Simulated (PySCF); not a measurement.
Relaxation of triplet BrWN

Computed with UPBE0/[W def2-TZVP with ECP60, N def2-TZVP, Br def2-TZVP], scalar-relativistic core potentials, density fitting, no spin–orbit coupling, PySCF. A (50,194) grid was used.

A hand-made bent start, of Cs symmetry, held to at least that symmetry:

```xyz
3
charge 0 multiplicity 3, angstrom
W    -0.5115    0.0000   -0.4626
N    -1.9860    0.0000    0.5698
Br    1.5446    0.0000    0.9771
```

Optimiser trace:
```csv
step,E − E(last) (kJ/mol),largest gradient (Eh/bohr)
0,55.06,0.09429
1,1.87,0.01442
2,0.40,0.00370
3,0.02,0.00131
4,0.00,0.00037
5,0.00,0.00003
```

It ends at Cs with W–Br 2.419 Å, W–N 1.654 Å; Br–W–N 108.6°. A frequency run shows a minimum. Other isomers or separated fragments may lie lower.

Final geometry:
```xyz
3
charge 0 multiplicity 3, angstrom
W    -0.4979    0.0000   -0.4445
N    -1.8283    0.0000    0.5379
Br    1.4851    0.0000    0.9410
```

Other spin states or occupations of the open shell can lie lower. Spin–orbit coupling, left out here, can matter for elements this heavy.

The relaxation took 34 s on 4 threads of a shared Arm Neoverse N1 host, with 119 basis functions and 6 gradients; the process peaked at 0.65 GiB.
